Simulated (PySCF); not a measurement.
CH7BO2Si. Atoms are numbered in the order given.

```xyz
12

B      0.6440    -0.0339     0.0000
O      1.9689     0.2861     0.0000
H      2.1342     1.2352     0.0000
O      0.3681    -1.3599     0.0000
C     -0.9153    -1.9339     0.0000
H     -1.0368    -2.5682    -0.8930
H     -1.0368    -2.5682     0.8930
H     -1.7220    -1.1793     0.0000
Si    -0.8020     1.4259     0.0000
H     -1.6892     1.3515     1.2025
H     -1.6892     1.3515    -1.2025
H     -0.1556     2.7777     0.0000
```
Charge 0, spin multiplicity 1.

Coordinates come from a B3LYP-D3(BJ)/def2-SVP optimisation. The structure was generated by enumeration, and PubChem lists no compound with its InChIKey, so it may never have been made. One conformer was computed; it need not be the lowest.

These are PBE/pcSseg-1 (PySCF) values and carry that method's errors.

GIAO shieldings, no solvent; atoms alike by connectivity are averaged. δ = σ(ref) − σ: ¹¹B against BF3 (σ = 83.9 ppm); ¹⁷O against H2O (σ = 334.3 ppm); ¹H against TMS (σ = 31.49 ppm); ¹³C against TMS (σ = 182.0 ppm); ²⁹Si against TMS (σ = 335.4 ppm), references at their B3LYP-D3(BJ)/def2-TZVP geometries, non-relativistic.

Task: Estimate the chemical shifts. (The exact figures need the calculation; the answer reports its results.)

Result: 
| nucleus | atoms | count | δ (ppm) |
|---|---|---|---|
| ¹¹B | B1 | 1 | 18.0 |
| ¹⁷O | O2 | 1 | 193.0 |
| ¹⁷O | O4 | 1 | 170.3 |
| ¹H | H3 | 1 | 4.73 |
| ¹H | H6, H7, H8 | 3 | 4.14 |
| ¹H | H10, H11, H12 | 3 | 3.60 |
| ¹³C | C5 | 1 | 61.4 |
| ²⁹Si | Si9 | 1 | -125.0 |
